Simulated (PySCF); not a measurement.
How methods differ on the ionisation energy of Te¹⁹⁺

Te¹⁹⁺ [Ar] 3d10 4s2 4p3 [4p1/2^2 4p3/2^1, M_J = 3/2] → Te²⁰⁺ [Ar] 3d10 4s2 4p2 [4p1/2^2, M_J = 0], as a difference of total energies. Computed with PySCF 2.14 in an uncontracted even-tempered set (18 s from 1.2 bohr⁻², ratio 2.8; 14 p from 1.5 bohr⁻², ratio 2.8; 9 d from 2.7 bohr⁻², ratio 2.8; 4 f from 8.4 bohr⁻², ratio 3), with the two-component X2C-1e Hamiltonian. Correlated levels: [Ne] frozen; the 92 highest virtual spinors dropped. "Screened" scales the spin-orbit matrix elements by Boettger's factors to mimic the two-electron term; Breit and QED terms are absent.

```csv
method,ionisation energy (eV)
GHF (screened spin-orbit),553.61
GMP2 (screened spin-orbit),554.28
```

Task: How much does correlation contribute at GMP2 (screened spin-orbit)?

Result: 554.28 − (553.61) = 0.67 eV, measured against GHF (screened spin-orbit).

Breit and QED terms and the two-electron picture change are absent.

The labels give the starting determinants; with spin-orbit coupling the two ends relaxed to ⟨J²⟩ = 3.76, ⟨L²⟩ = 1.53, ⟨S²⟩ = 2.16 and ⟨J²⟩ = 0.00, ⟨L²⟩ = 1.34, ⟨S²⟩ = 1.34.

For comparison: 555 ± 4 eV (theoretical estimate listed by NIST; NIST Atomic Spectra Database, ionization energies).
